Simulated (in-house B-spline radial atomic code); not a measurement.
# Removing one electron from Ni16+

Closed shell [Ne] 3s2. Computed with an all-electron radial atomic-structure program (B-spline basis): Koopmans values of Dirac-Hartree-Fock plus a diagonal self-energy, in second order or with its direct term screened (direct RPA, with the hole-particle interaction, or full time-dependent Hartree-Fock), linearised in energy; no-pair Dirac-Coulomb Hamiltonian, finite nucleus. Shifts add to the Koopmans value (the ΔSCF shift is orbital relaxation alone); the final value takes TDHF screening with Breit and QED.

Command:
```bash
python run_mb.py task.json out
```
Settings (nuclear radius in fm, box in bohr, cutoff in hartree):
```
basis_form          2
Z                   28
core_configuration  [Ne] 3s2
rms_radius          3.7757
mass_number         58
speed_of_light      137.036
box_radius          5.394
lmax                7
intervals           60
virtual_cutoff      3136.0
```

Run time, properties included: 3.5 s on 1 thread of Intel(R) Xeon(R) 6975P-C, with other jobs on the host.

Energies in eV:

| subshell | Koopmans | ΔSCF shift | second order | direct RPA | hole-particle | TDHF | Breit + QED | final |
| --- | --- | --- | --- | --- | --- | --- | --- | --- |
| 3s1/2 | 567.26 | -0.182 | ? | ? | ? | ? | ? | ? |

Question: What does the self-energy do to 3s1/2?

Answer: It shifts the removal energy by 2.427 eV in second order, 1.412 with direct RPA, 1.782 with the hole-particle term and 2.265 with TDHF screening (quasi-particle weight 0.985); Breit and QED add -0.266 eV. The final value is 569.25 eV, against 571.07 ± 0.12 eV (NIST, semi-empirical). The mixing of s² with p² in the ground state is caught to low order only, which falls short in light ions.
